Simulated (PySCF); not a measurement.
# Electron correlation in B (boron, neutral)

[He] 2s1 2p1 3d1, one real determinant (an excited configuration). All numbers are calculated (PySCF 2.14, no relativity, point nucleus, in aug-cc-pVTZ with one added diffuse shell each of s, p, d, f type (6s5p4d3f, 62 functions)). Frozen: 1s2; 3 electrons correlated.

```tsv
level	correlation energy (mhartree)
CCSD	-6.97
(T)	-0.05
CCSD(T)	-7.02
```

Diagnostics: T1 = 0.014, D1 = 0.0340, largest double amplitude 0.035.

Problem. Is a single reference adequate?

Solution. Yes: T1 lies below 0.03 and no double amplitude reaches 0.07.

The reference is one real determinant that mixes LS terms of this configuration.
